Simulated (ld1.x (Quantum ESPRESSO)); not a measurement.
What one change does to a pseudopotential (technetium, TM)

* Element: technetium
* Generator: ld1.x (Quantum ESPRESSO) 7.5
* Type: norm-conserving Troullier–Martins (Kleinman–Bylander form)
* Functional: LDA (PZ)
* Relativity: scalar-relativistic
* Frozen core: [Kr]
* Valence charge: 7
* Reference configuration: 4d5 5s2 5p0
* Partial waves: 5p (bound, empty): rc 2.95 bohr; 4d (bound): rc 2.15 bohr; 5s (bound): rc 2.95 bohr
* Local potential: the s channel
* Core correction: Bessel-smoothed model core inside 2.25 bohr

All-electron outer shells of the reference configuration (LDA (PZ), scalar-relativistic, ld1.x):

```json
{"shell": "4s", "level (eV)": "-73.39", "outermost node (bohr)": "0.50", "outermost maximum (bohr)": "0.95"}
{"shell": "4p", "level (eV)": "-45.40", "outermost node (bohr)": "0.51", "outermost maximum (bohr)": "1.03"}
{"shell": "4d", "level (eV)": "-6.81", "outermost node (bohr)": "0.50", "outermost maximum (bohr)": "1.27"}
{"shell": "5s", "level (eV)": "-5.27", "outermost node (bohr)": "1.28", "outermost maximum (bohr)": "2.72"}
{"shell": "5p", "level (eV)": "-1.53", "outermost node (bohr)": "1.45", "outermost maximum (bohr)": "3.63"}
```

Change: all radii but the core radius scaled by about 1.25 (s 3.70, p 3.70, d 2.70 bohr).

Cutoffs: the cutoffs (Ry, on a coarse ladder) from which the occupation-weighted sum of valence levels, in a spherical-Bessel basis at the reference potential, stays within 10 and 1 mRy of its value at 400 Ry; they do not see the model core or the augmentation charge, which bear on the density cutoff. Errors are all-electron minus pseudo energies relative to the spin-unpolarised reference configuration.

Problem. Predict the effect on cutoff, ghosts and configuration errors.

Solution. The potential gets softer (40 Ry and 45 Ry → 30 Ry and 35 Ry); of the 9 tests that both files solve, the error grows in 3 and shrinks in 4 by more than 15 % and 0.3 meV (median size 147.3 → 75.4 meV); neither file shows a bound ghost. A larger radius leaves more room for a smooth pseudo-wave, so fewer plane waves are needed.

| quantity | base | changed |
| --- | --- | --- |
| cutoff, loose | 40 Ry | 30 Ry |
| cutoff, tight | 45 Ry | 35 Ry |
| loose cutoff by channel (10 mRy a level) | d 35 Ry, s 6 Ry | d 30 Ry, s 6 Ry |
| bound ghosts | none | none |
| error for 4d5 5s1 5p0, meV [ΔE 8.43 eV] | -5.7 | -4.1 |
| error for 4d5 5s0 5p0, meV [ΔE 23.63 eV] | -38 | -75 |
| error for 4d4 5s0 5p0, meV [ΔE 52.56 eV] | -234 | -464 |
| error for 4d3 5s0 5p0, meV [ΔE 94.79 eV] | -877 | -1184 |
| error for 4d5.5 5s1.5 5p0, meV [ΔE -0.60 eV] | -26 | -2.3 |
| error for 4d4 5s2 5p0, meV [ΔE 11.80 eV] | -99 | +39 |
| error for 4d6 5s0 5p0, meV [ΔE 6.55 eV] | -147 | -9.6 |
| error for 4d5 5s2 5p0 (spin-polarised), meV [ΔE -3.49 eV] | +1019 | +1035 |
| error for 4d5 5s1 5p0 (spin-polarised), meV [ΔE 3.83 eV] | +1113 | +1169 |
